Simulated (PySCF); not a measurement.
Which determinant of CBr lies lowest?

Unrestricted PBE0; PySCF, no relativity, basis sets C pcseg-1, Br pcseg-1. Outer shells of the fragments: C 2s2 2p2; Br 3d10 4s2 4p5.

Followed along the bond (rough minima from three points):

```json
{"2Ms+1": "2", "unpaired": "π ↑", "⟨S²⟩ at the start": "0.75", "R at minimum (Å)": "1.84", "Te (eV)": "0.00"}
{"2Ms+1": "4", "unpaired": "σ ↑, π ↑↑", "⟨S²⟩ at the start": "3.75", "R at minimum (Å)": "1.83", "Te (eV)": "2.02"}
```

Solutions found at the starting distance of 1.825 Å, counted from the lowest of them; the search is not exhaustive and high or unbound solutions are not listed, so other states can lie among these:

```json
{"2Ms+1": "2", "unpaired": "π ↑", "term": "²Π", "E (eV)": "0.00", "⟨S²⟩": "0.75", "⟨Lz²⟩": "1.01", "μ (D)": "1.43"}
{"2Ms+1": "4", "unpaired": "σ ↑, π ↑↑", "term": "⁴Σ⁻", "E (eV)": "2.02", "⟨S²⟩": "3.75", "⟨Lz²⟩": "0.00", "μ (D)": "0.40"}
{"2Ms+1": "2", "unpaired": "σ ↑, π ↑↓", "term": "mixed", "E (eV)": "3.24", "⟨S²⟩": "1.76", "⟨Lz²⟩": "2.01", "μ (D)": "1.02"}
{"2Ms+1": "2", "unpaired": "σ ↓, π ↑↑", "term": "mixed", "E (eV)": "3.48", "⟨S²⟩": "1.77", "⟨Lz²⟩": "0.00", "μ (D)": "1.34"}
{"2Ms+1": "4", "unpaired": "π ↑↑↑", "term": "⁴Π", "E (eV)": "4.40", "⟨S²⟩": "3.76", "⟨Lz²⟩": "1.00", "μ (D)": "4.03"}
{"2Ms+1": "2", "unpaired": "σ ↑", "term": "mixed", "E (eV)": "4.46", "⟨S²⟩": "0.76", "⟨Lz²⟩": "2.00", "μ (D)": "1.32"}
{"2Ms+1": "2", "unpaired": "π ↑↑↓", "term": "mixed", "E (eV)": "4.85", "⟨S²⟩": "1.76", "⟨Lz²⟩": "3.01", "μ (D)": "3.99"}
{"2Ms+1": "4", "unpaired": "σ ↑↑, π ↑", "term": "⁴Π", "E (eV)": "6.76", "⟨S²⟩": "3.77", "⟨Lz²⟩": "1.01", "μ (D)": "-0.52"}
{"2Ms+1": "4", "unpaired": "σ ↑, π ↑↑", "term": "mixed", "E (eV)": "8.13", "⟨S²⟩": "3.75", "⟨Lz²⟩": "2.01", "μ (D)": "2.44"}
{"2Ms+1": "4", "unpaired": "σ ↑, π ↑↑", "term": "mixed", "E (eV)": "8.47", "⟨S²⟩": "3.75", "⟨Lz²⟩": "2.01", "μ (D)": "2.25"}
{"2Ms+1": "2", "unpaired": "π ↑", "term": "²Π", "E (eV)": "9.11", "⟨S²⟩": "0.80", "⟨Lz²⟩": "1.00", "μ (D)": "1.17"}
```

A term symbol is given only where ⟨S²⟩ and ⟨Lz²⟩ are close to those of a pure state; real π, δ and φ orbitals otherwise mix terms. A positive dipole means C(−)Br(+).

Spin–orbit coupling is left out. Counting both spins, an empty level lies below a filled one in some of these solutions, because spin and occupation are held.
